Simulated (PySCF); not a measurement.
## C6H9P3Si: full NMR table

- Formula: C6H9P3Si
- SMILES: [SiH3]p1[pH]p1-c1ccccc1
- Point group of the computed structure: C1
- Carbon signals: 4
- Proton signals: 5

Atoms are numbered as in `[SiH3:1][p:2]1[pH:3][p:4]1-[c:5]1[cH:6][cH:7][cH:8][cH:9][cH:10]1`; H(Xn) means a hydrogen on atom n.

All values are calculated (PySCF 2.14.0 with density-fitted response routines): coordinates at the GFN2-xTB level, PBE0/pcSseg-1 with gauge-including orbitals. Averaged over atoms made equivalent by symmetry, fast rotation or ring inversion, non-relativistic Hamiltonian, no solvent, single conformer.

δ = σ(ref) − σ, references computed at the same level: 1H (σref 31.72), 13C (σref 186.93), 29Si (σref 349.16) vs TMS; 31P (σref 318.38) against H3PO4.

| carbon | δC, type | δH (multiplicity) | HMBC from (2–3 bonds) | span of the C tensor (ppm) |
| --- | --- | --- | --- | --- |
| C5 | 148.4, C | – | H(C6)/H(C10), H(C7)/H(C9), H(P3) | 212 |
| C6/C10 | 138.1, CH | 8.03 (m) | H(C6)/H(C10), H(C8), H(C7)/H(C9) | 230 |
| C7/C9 | 133.9, CH | 7.53 (m) | H(C6)/H(C10), H(C8), H(C7)/H(C9) | 234 |
| C8 | 134.3, CH | 7.54 (m) | H(C6)/H(C10), H(C7)/H(C9) | 235 |

Other nuclei:
| atoms | nucleus | environment | δ (ppm) | σ (ppm) |
| --- | --- | --- | --- | --- |
| H(Si1) | 1H | hydrogen on a silicon bonded to P | 3.72 | 28.00 |
| H(P3) | 1H | hydrogen on a ring phosphorus | 0.38 | 31.34 |
| P4 | 31P | ring phosphorus | -200.3 | 518.7 |
| P3 | 31P | ring phosphorus | -242.0 | 560.4 |
| P2 | 31P | ring phosphorus | -317.0 | 635.4 |
| Si1 | 29Si | silicon bonded to P, 3 H | -67.1 | 416.3 |

- δC 148.4: substituted aromatic carbon.
- δC 138.1, 134.3, 133.9: aromatic CH; the aromatic region.
- δH 8.03, 7.54, 7.53: hydrogen on an aromatic CH; aromatic region.
- δH 3.72: hydrogen on a silicon bonded to P.
- δH 0.38: hydrogen on a ring phosphorus.

Splittings by 31P in the carbon and heteronuclear signals aren't shown, as no couplings were computed. Shifts are as computed. Against solution values, carbons near 30 ppm lie about +3 ppm off and those near 130 ppm about +5 ppm. Of 1211 compounds with measured shifts, 218 miss one by over three times the rms of a fit or turn the order of signals round; such compounds aren't used in these exercises. Experimental scales use liquid or dissolved standards, which lie at an offset from isolated H3PO4. Multiplicities follow the n + 1 count of equivalent neighbours, as no J values were calculated; m marks all less simple cases, F and P coupling included.
